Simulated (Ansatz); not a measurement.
Geometry optimisation, RHF/def2-SVP in Ansatz.

Input:

```yaml
crystal:
  periodic: [false, false, false]
  atoms:
    - { symbol: C, position_ang: [-0.3461, 1.0932, 0.1849] }
    - { symbol: S, position_ang: [1.0703, 0.2209, 0.737] }
    - { symbol: B, position_ang: [0.4783, -1.4124, -0.0237] }
    - { symbol: Cl, position_ang: [1.0577, -1.8387, -1.7406] }
    - { symbol: H, position_ang: [-1.3125, 0.6911, 0.5951] }
    - { symbol: H, position_ang: [-0.3113, 2.2093, 0.5031] }
    - { symbol: H, position_ang: [-0.4317, 1.119, -0.9314] }
    - { symbol: H, position_ang: [-0.1125, -2.1395, 0.6199] }
basis:
  gaussian: { orbitals: def2-SVP }
hamiltonian:
  xc: hf
relax:
  f_tol: 0.015
  max_steps: 40
```

Command:

```bash
$ ansatz run input.yaml --threads 1 --pin off --max-ram 2048MiB --backend cpu --events-out ev --progress --plain --runs-dir out
```

Task: Where does it end, and by what steps?

Result: The forces met the threshold. After 23 steps the energy has fallen by 1.119 eV; Cl4 moved furthest, 1.40 Å.

```tsv
step	energy less start (eV)	largest force component (eV/Å)	accepted
0	0.0000	2.915	yes
1	-0.2207	1.491	yes
2	-0.3875	1.268	yes
3	-0.4703	0.743	yes
4	-0.4927	0.611	yes
5	-0.5600	0.524	yes
6	-0.6482	0.641	yes
7	-0.7935	0.676	yes
8	-0.9517	0.581	yes
9	-1.0483	0.426	yes
10	-1.0880	0.488	yes
11	-1.1025	0.386	yes
12	-1.0957	0.475	no
13	-1.1159	0.056	yes
14	-1.1167	0.047	yes
15	-1.1162	0.174	no
16	-1.1175	0.052	yes
17	-1.1181	0.098	yes
18	-1.1183	0.086	yes
19	-1.1190	0.021	yes
20	-1.1191	0.019	yes
21	-1.1192	0.042	yes
22	-1.1192	0.025	yes
23	-1.1193	0.006	yes
```

```xyz
8
Properties=species:S:1:pos:R:3
C -0.456 1.173 0.326
S 1.105 0.289 0.001
B 0.556 -1.363 -0.391
Cl 1.752 -2.599 -0.787
H -0.995 0.716 1.152
H -0.190 2.192 0.597
H -1.081 1.193 -0.562
H -0.598 -1.658 -0.392
```

The run took 41 s on 1 thread of Intel(R) Xeon(R) Platinum 8488C (Sapphire Rapids) (shared host), peak memory 0.18 GiB.
